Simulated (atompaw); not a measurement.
Ne (Z = 10): one change to a PAW (atompaw) potential, before and after

```
Element                 : neon
Generator               : atompaw 4.2.0.5
Type                    : PAW
Functional              : LDA (PW92)
Relativity              : non-relativistic
Frozen core             : [He]
Valence charge          : 8
Reference configuration : 2s2 2p4 (charge +2)
Partial waves           : 2s (bound): rc 0.60 bohr; 2s channel at -2.85 Ry: rc 0.60 bohr; 2p (bound): rc 1.00 bohr; 2p channel at -2.3 Ry: rc 1.00 bohr; 3d channel at 0.05 Ry: rc 1.00 bohr
Local potential         : troulliermartins scheme with l = 3 at 0 Ry, radius 1.00 bohr
Core correction         : smooth core density matched at 0.95 bohr
Augmentation charge     : besselshape compensation charge, radius 0.85 bohr; PAW radius 1.00 bohr; waves and projectors: custom polynom gramschmidtortho
```

Change: wave 2p (bound): rc 1.00 bohr becomes 2p (bound): rc 0.64 bohr.

Cutoffs: the cutoffs (Ry, on a coarse ladder) from which the occupation-weighted sum of valence levels, in a spherical-Bessel basis at the reference potential, stays within 10 and 1 mRy of its value at 400 Ry; they do not see the model core or the augmentation charge, which bear on the density cutoff.

Task: What does the change do?

Result: The potential gets harder (140 Ry and 230 Ry → 160 Ry and 300 Ry); neither file shows a bound ghost.

```csv
quantity,base,changed
"cutoff, loose",140 Ry,160 Ry
"cutoff, tight",230 Ry,300 Ry
loose cutoff by channel (10 mRy a level),"s 120 Ry, p 60 Ry","s 120 Ry, p 140 Ry"
bound ghosts,none,none
s: phases at 1.00 bohr within 0.05 rad from the reference energy up to (Ry; the scan ends near 5),to the end of the scan,to the end of the scan
p: phases at 1.00 bohr within 0.05 rad from the reference energy up to (Ry; the scan ends near 5),to the end of the scan,to the end of the scan
d: phases at 1.00 bohr within 0.05 rad from the reference energy up to (Ry; the scan ends near 5),to the end of the scan,to the end of the scan
lowest overlap eigenvalue by channel,"s 0.68, p 0.97, d 1.00","s 0.68, p 0.20, d 1.00"
```

 The cutoffs see the waves, projectors and local potential, not the compensation charge or the core.
